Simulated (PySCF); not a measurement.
# Excitation energy of Al⁺ by level of theory

Al⁺ [Ne] 3s2 (1S) → Al⁺ [Ne] 3p2 (3P), as a difference of total energies. Calculation: PySCF 2.14, in dyall-acv3z (19s12p6d4f, 113 functions); no relativity, point nucleus. Correlated levels: valence: [Ne] frozen; valence and next inner shell: 1s2 frozen; virtual orbitals above 40 to 60 times the deepest correlated orbital energy dropped. The calculations carry no spin-orbit coupling.

```
                                method  excitation energy (eV)  error (eV)
                                   UHF                  10.617      -1.063
                                   LDA                  10.587      -1.093
                                   PBE                  10.361      -1.319
                                  PBE0                  10.553      -1.127
                                r2SCAN                  10.155      -1.525
                                 TPSSh                  10.371      -1.309
                                 B97-3                  10.888      -0.792
                               r2SCAN0                  10.444      -1.236
                         MP2 (valence)                  11.236      -0.444
                     SCS-MP2 (valence)                  11.504      -0.176
    MP2 (valence and next inner shell)                  11.458      -0.222
SCS-MP2 (valence and next inner shell)                  11.672      -0.008
```

Reference: 11.680 eV (measured; NIST levels, between the centres of gravity of the two terms).

Errors of the correlated levels include the incompleteness of this basis and the frozen core.
